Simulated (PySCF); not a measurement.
C3H6Cl2.

```xyz
11

C      0.0000    -1.2690     1.1653
C      0.0000     0.0000     0.3420
C      0.0000     1.2690     1.1653
Cl    -1.4598     0.0000    -0.7137
Cl     1.4598     0.0000    -0.7137
H      0.8965    -1.2965     1.8020
H      0.0000    -2.1505     0.5113
H     -0.8965    -1.2965     1.8020
H      0.8965     1.2965     1.8020
H      0.0000     2.1505     0.5113
H     -0.8965     1.2965     1.8020
```

Coordinates come from a PBE0-D3(BJ)/def2-SVP optimisation.

Method: PySCF with PBE/pcSseg-1. Non-relativistic, no solvent.

Problem. Give the absolute GIAO shielding of each atom: isotropic value and principal components (ppm). (Estimate from the structure and the level; the computed values follow.)

Solution. 
| atom | σ(iso) | σ11 | σ22 | σ33 | span |
|---|---|---|---|---|---|
| C1 | 137.7 | 113.8 | 125.9 | 173.5 | 59.7 |
| C2 | 74.7 | 43.6 | 79.1 | 101.4 | 57.8 |
| C3 | 137.7 | 113.8 | 125.9 | 173.5 | 59.7 |
| Cl4 | 535.0 | 243.6 | 381.2 | 980.2 | 736.6 |
| Cl5 | 535.0 | 243.6 | 381.2 | 980.2 | 736.6 |
| H6 | 29.3 | 26.0 | 27.1 | 34.9 | 8.9 |
| H7 | 28.8 | 26.0 | 27.0 | 33.3 | 7.3 |
| H8 | 29.3 | 26.0 | 27.1 | 34.9 | 8.9 |
| H9 | 29.3 | 26.0 | 27.1 | 34.9 | 8.9 |
| H10 | 28.8 | 26.0 | 27.0 | 33.3 | 7.3 |
| H11 | 29.3 | 26.0 | 27.1 | 34.9 | 8.9 |
